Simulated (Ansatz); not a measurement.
The same path of ClGeH$_{6}$OSbSi (11 atoms, charge 0, multiplicity 1) was run twice with different band settings. The coordinate that changes most is the dihedral H7–Si2–Sb3–Ge4.

Computed with RKS PBE-D4/def2-SVP in Ansatz.

Relaxed end points:

```xyz
11
Properties=species:S:1:pos:R:3
O -0.352 1.204 1.410
Si 1.130 1.206 0.622
Sb 1.573 -0.932 -0.848
Ge -1.048 -1.291 -0.923
Cl -1.997 0.701 -1.261
H -1.103 1.275 0.779
H 1.301 2.390 -0.297
H 2.184 1.236 1.690
H 1.615 -1.899 0.593
H -1.546 -2.131 -2.133
H -1.691 -1.815 0.388
```

```xyz
11
Properties=species:S:1:pos:R:3
O 1.780 0.776 2.243
Si 0.854 0.914 0.839
Sb 1.154 -1.235 -0.639
Ge -1.260 -0.717 -1.587
Cl -1.184 1.418 -2.133
H 1.508 0.060 2.844
H -0.606 1.133 1.151
H 1.419 2.092 0.109
H 0.442 -2.175 0.643
H -1.629 -1.468 -2.897
H -2.413 -0.854 -0.552
```

Common settings: spring 5.0 eV/Å²; optimiser quadratic models (default); start path IDPP; force threshold 0.05 eV/Å; iteration limit 60; end points relaxed.

| run | movable images | climbing image |
| --- | --- | --- |
| 1 | 5 | yes |
| 2 | 6 | no |

Question: What does each run give, and how far can it be trusted?

Answer: Run 1: converged after 20 iterations, highest image 0.256 eV above the first end. A vibrational analysis at the climbing image gives one clearly imaginary mode, 48i cm⁻¹: a first-order saddle point.
Run 2: converged after 7 iterations, highest image 0.270 eV above the first end. No image climbed, so the highest image needn't sit at the top of the path.
